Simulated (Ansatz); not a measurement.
Reaction (ligand exchange at the Si–N bond): `C[Si@H](O)N[Si@@H](O)F` + `N[SiH](O)F` → `O[Si@@H](F)N[Si@@H](O)F` + `C[SiH](N)O`

Calculated with Ansatz (gas phase, PBE0-D4/def2-TZVP geometries, no zero-point term in ΔE). CBS: MP2 limit from def2 TZ/QZ plus the TZ coupled-cluster correction, frozen cores. This one scheme is used for every species. Functionals use def2-TZVPP. B3LYP here is the variant with VWN-RPA as its local correlation; programs differ in this. Each species was taken in one conformer, which may not be the lowest.

```
             level  ΔE (kJ/mol)
          B3LYP-D4          6.2
            r2SCAN          5.7
     HF/def2-TZVPP          5.0
SCS-MP2/def2-TZVPP          6.9
```

Q: What does CCSD(T)/CBS give? (An estimate is asked.)

A: Ansatz gave: +6.3 kJ/mol. The listed levels differ from it by -0.1, -0.6, -1.3, 0.6 kJ/mol.

Largest T1 diagnostic among the species: 0.012.
